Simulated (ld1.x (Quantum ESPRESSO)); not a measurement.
# Building the TM potential for dysprosium (revPBE, non-relativistic).

dysprosium (Dy), norm-conserving Troullier–Martins (Kleinman–Bylander form), made with ld1.x (Quantum ESPRESSO) 7.5 (revPBE, non-relativistic). Core [Kr] 4d10, reference 4f10 5s2 5p6 5d0 6s0 6p0 (charge +2). Waves: 5s (bound): rc 1.54 bohr; 5p (bound): rc 1.10 bohr; 5d (bound, empty): rc 2.42 bohr; 4f (bound): rc 0.60 bohr. Local part: all-electron potential smoothed inside 0.64 bohr (lloc = -1). Core correction: none.

Poles of the logarithmic derivatives, all-electron (AE) and pseudo (PS). s: poles at -3.9, 3.2 (AE) and -3.9, 3.4 (PS) Ry. p: poles at -2.5, 4.5 (AE) and -2.5, 3.9 (PS) Ry. d: poles at -0.0 (AE) and -0.0 (PS) Ry. f: poles at -1.5, 3.2 (AE) and -1.5, 3.2 (PS) Ry. Test radius 2.66 bohr.

* Ghost test: ghost states, extra bound levels that the all-electron valence spectrum of the same l lacks: s at -1053.9 eV, p at -376.5 eV, s at -87.1 eV (other channels not judged); a true bound ghost makes a file unfit for plane-wave use (spherical-Bessel basis up to 400 Ry, 20 bohr box)
* Configuration tests: 5 of 7 tests not solved or not reliable; not counted: 4f10 5s2 5p6 5d0 6s2 6p0 (solver errors, printed error -3865 eV); 4f9 5s2 5p6 5d1 6s2 6p0 (solver errors, printed error -27.5 eV); 4f10 5s2 5p5 5d0 6s2 6p0 (solver errors, printed error -11.5 eV); 2 more
